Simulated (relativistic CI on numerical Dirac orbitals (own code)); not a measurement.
Radial Dirac CI calculation of Cs2+.

Command:

```sh
python run_levels.py task.json out
```

Input:

```
atom Cs  Z=55  charge=2  electrons=53
nucleus A=133  rms_radius_fm=4.8041
hamiltonian dirac-coulomb  breit=off  qed=off  c_scale=1
orbitals kli  potential=per-configuration
slater_scale 1
correlation none
mixing on
grid step=0.0125 r_max=67.1
scf mixing=0.4 start=green max_iterations=150 tolerance=1e-05 node_fill=0.05
configurations
  [Kr] 4d10 5s2 5p5
  [Kr] 4d10 5s 5p6
end
```

Output:

```
SCF 1: [Kr] 4d10 5s2 5p5
 iter      energy (Ha)   residual   last orbital (Ha)
    1     -7774.640205   1.66e+00     -1.63014
    2     -7784.383654   6.55e-01     -1.27960
    3     -7785.709592   1.62e-01     -1.18421
    4     -7785.783979   3.04e-02     -1.21996
    5     -7785.784891   1.12e-02     -1.21290
    6     -7785.784388   3.48e-03     -1.20751
    7     -7785.784654   3.98e-04     -1.20963
    8     -7785.784635   8.91e-05     -1.20952
    9     -7785.784632   5.98e-07     -1.20947
SCF 2: [Kr] 4d10 5s 5p6
 iter      energy (Ha)   residual   last orbital (Ha)
    1     -7774.094810   1.66e+00     -1.63014
    2     -7783.770721   6.54e-01     -1.27432
    3     -7785.088739   1.63e-01     -1.17816
    4     -7785.163675   2.93e-02     -1.21335
    5     -7785.164542   1.18e-02     -1.20647
    6     -7785.164143   3.40e-03     -1.20001
    7     -7785.164379   4.83e-04     -1.20224
    8     -7785.164356   4.20e-05     -1.20204
    9     -7785.164356   5.66e-07     -1.20201
orbital energies (Ha): 4s -8.8681  4p1/2 -7.0362  4p3/2 -6.5363  4d3/2 -3.5596  4d5/2 -3.4767  5s -1.7312  5p1/2 -1.2739  5p3/2 -1.2095
configuration averages (Ha): Dirac-Coulomb, Breit, QED
  5s2 5p5                      -7785.784632    0.000000    0.000000
  5s 5p6                       -7785.164356    0.000000    0.000000
levels: no., configuration, term, J, E (cm-1), weight
   1 5s2 5p5                2P*  3/2              0.0  1.00
   2 5s2 5p5                2P*  1/2          14306.1  1.00
   3 5s 5p6                 2S   1/2         140903.0  1.00
lowest total energy -7785.806360 Ha
end: converged
```

Against the reference input this run has: SCF tolerance 1e-05, QED terms off, Breit term off. The reference run ends at -7775.558829 Ha with Breit and QED terms.

With so few configurations and no correlation, terms lie too far apart (by 10 to 50 % or more near neutrality), their order can be wrong, and levels of other configurations are missing.
